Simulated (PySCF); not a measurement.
Species: InH2(OH).
Bonds: In1–O4. Hydrogens: H2, H3 on In1; H5 on O4.

A GFN2-xTB structure was refined with PBE0-D3(BJ)/def2-SVP geometry optimisation, gas phase, def2 core potentials past Kr (PySCF 2.14.0). Its GFN2-xTB values:

```tsv
coordinate	GFN2-xTB
In1–H2	1.611 Å
In1–H3	1.834 Å
In1–O4	1.832 Å
O4–H5	1.063 Å
In1–O4–H5	123.8°
H2–In1–H3	125.2°
H2–In1–O4	114.8°
H3–In1–O4	120.0°
```

Task: How do these coordinates change at the PBE0-D3(BJ)/def2-SVP level?

Result: 
```tsv
coordinate	PBE0-D3(BJ)/def2-SVP (Å or °)	change
In1–O4	2.005	+0.173
In1–H3	1.725	-0.109
In1–H2	1.715	+0.104
O4–H5	0.963	-0.100
In1–O4–H5	113.3	-10.5
H2–In1–H3	132.8	+7.6
H2–In1–O4	110.9	-3.9
H3–In1–O4	116.3	-3.7
```

The energy falls by 17.1 kcal/mol over 7 energy and gradient evaluations, the largest force component goes from 0.1096 to 1.6e-04 Eh/bohr, and the atoms move by 0.098 Å rms after alignment. The bond that changes most is In1–O4 (ends: indium bonded to O and 2 H; oxygen bonded to In and H), which lengthens by 0.173 Å. Bonds longer at the end by more than 0.005 Å: 2 of 4; shorter: 2. Rotational constants go from 93008, 9331, 8481 to 88179, 8037, 7366 MHz.

The run used 55 basis functions and 42 SCF cycles in all.

Stationary, but not proved a minimum. The numbers are those of one conformer.
